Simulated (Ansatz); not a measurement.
CdH2S (SMILES [SH][CdH]) moved off its minimum; all values from Ansatz (a program for electronic structure), cores frozen in correlated methods. Elements past Kr take the def2 small-core potentials, without spin–orbit coupling.
(charge 0, multiplicity 1)
```xyz
4

Cd    -0.37972    -0.28882    -0.27356
H     -1.24456    -0.76724    -1.62628
S      1.09959     0.67110     1.10654
H      0.95852    -0.39543     2.01208
```

Forces at HF/def2-TZVPP (eV/Å):

```tsv
atom	Fx	Fy	Fz
Cd1	-1.085	-0.499	-1.677
H2	-0.362	-0.277	-0.083
S3	1.093	-0.660	2.712
H4	0.355	1.436	-0.952
```

Give the forces (eV/Å), the total energy and the dipole at CCSD(T)/def2-TZVPPD.


```csv
atom,Fx,Fy,Fz
Cd1,-0.944,-0.449,-1.599
H2,-0.111,-0.125,0.275
S3,0.806,-0.543,2.106
H4,0.249,1.117,-0.782
```
Energy -566.2350 hartree, dipole 1.57 D.
